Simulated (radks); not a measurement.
C4+, 2 electrons, occupied as 1s1 2p1 (not the ground configuration). Method: scalar-relativistic Kohn-Sham, PBE, spin-polarised, spherical densities, finite nucleus; open shells are filled with parallel spins first; Fermi nuclear charge, rms radius 2.4702 fm; computed with a radial shooting solver on a logarithmic mesh with Libxc functionals.

Unscreened Slater integrals over Kohn-Sham orbitals (hartree). They are taken over the spin-up orbitals. Empty in this configuration: 2s.

integral     value
F0(2p,2p)  0.94074
F2(2p,2p)  0.44971
F0(2p,1s)   1.2776
G1(2p,1s)  0.22169
F0(2p,2s)  0.86498
G1(2p,2s)  0.49781
F0(1s,1s)   3.7153
F0(1s,2s)   1.1412
G0(1s,2s)  0.10812
F0(2s,2s)  0.81645

Derived for the open shells (J is the average intra-shell exchange parameter used in DFT+U). 2p: J = F2/5 = 0.08994 hartree.
